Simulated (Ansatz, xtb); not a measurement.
Molecule: C$_{3}$H$_{3}$N$_{2}$ (charge 0, doublet). It need not be the lowest isomer of its formula. SMILES: [nH]1nc[c]c1
Coordinates optimised at B3LYP-D3(BJ)/def2-TZVP (Ansatz, an electronic-structure program):
```
N
H 1 1.0055
N 1 1.3458 2 118.67
C 3 1.3338 1 105.49 2 -180.00
C 1 1.3576 2 128.08 3 180.00
C 5 1.3697 1 104.17 2 -180.00
H 5 1.0756 1 122.97 2 0.00
H 4 1.0762 3 120.40 1 180.00
```
Charge 0, spin multiplicity 2.

Harmonic wavenumbers from GFN2-xTB (xtb, at its own minimum), cm⁻¹: 537, 567, 640, 772, 838, 840, 849, 1027, 1097, 1152, 1196, 1347, 1361, 1399, 1470, 3188, 3197, 3432.

Question: Give the harmonic wavenumbers at B3LYP-D3(BJ)/def2-TZVP (Ansatz, finite differences of forces, unscaled).

Answer: 505, 566, 689, 781, 857, 900, 923, 1037, 1125, 1169, 1259, 1340, 1382, 1441, 1527, 3265, 3273, 3644 cm⁻¹. Zero-point energy 36.7 kcal/mol.

Question: From these and the geometry, give the ideal-gas thermochemistry at 298.15 K and 1 atm (rigid rotor, harmonic oscillator).

Answer: Point group Cs, rotational symmetry number 1. Rotational constants 10.88, 9.427, 5.051 GHz. S(trans) 38.53, S(rot) 23.94, S(vib) 2.42, S(elec, spin only) 1.38, S 66.3 cal/(mol K). H(298) - H(0) 2.92 kcal/mol; G - E(el) 19.9 kcal/mol.
